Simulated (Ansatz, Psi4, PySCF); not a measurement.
Species: HSO$_{2}$, charge 0, multiplicity 2. SMILES: O=[SH]=O
Geometry: optimised at B3LYP-D3(BJ)/def2-TZVP (Ansatz, a program for electronic structure).

Property: size of the dipole moment, in D. Set-up: 6-31G* and kin with 6d, 5d where marked; non-relativistic; LANL2DZ with its own core potentials from Na on; no dispersion term unless named; open shells spin-unrestricted; 6-311+G** with 5d, 6d on Na to Ar in Ansatz; no spin-orbit coupling. Ab initio and DFT rows: single points at B3LYP-D3(BJ) geometries (Ansatz).

```csv
level,program,size of the dipole moment (D)
SVWN5/6-31G*,Ansatz,2.44
PBE/STO-3G,Ansatz,1.64
PBE/LANL2DZ,Ansatz,3.07
BLYP/6-31G*,Ansatz,2.33
BP86/6-31G* (5d),PySCF,2.36
B3LYP/STO-3G,Ansatz,1.79
B3LYP/LANL2DZ,Ansatz,3.29
B3LYP/6-31G*,Ansatz,2.55
B3LYP/6-31+G*,Ansatz,2.80
B3LYP/6-31G**,Ansatz,2.56
M06-2X/6-31G* (5d),PySCF,2.74
M06-2X/6-311+G**,PySCF,3.04
wB97X-D/6-31G*,Psi4,2.68
```

No value to compare with is used here. The 13 habitual levels span 1.64 (PBE/STO-3G) to 3.29 D (B3LYP/LANL2DZ).

The levels are drawn from those run, B3LYP/6-31G* more often than the rest, none by its result; left out are runs that failed, that the program found above a lower state of the same kind, or whose <S^2> lies over 0.5 above the pure value.
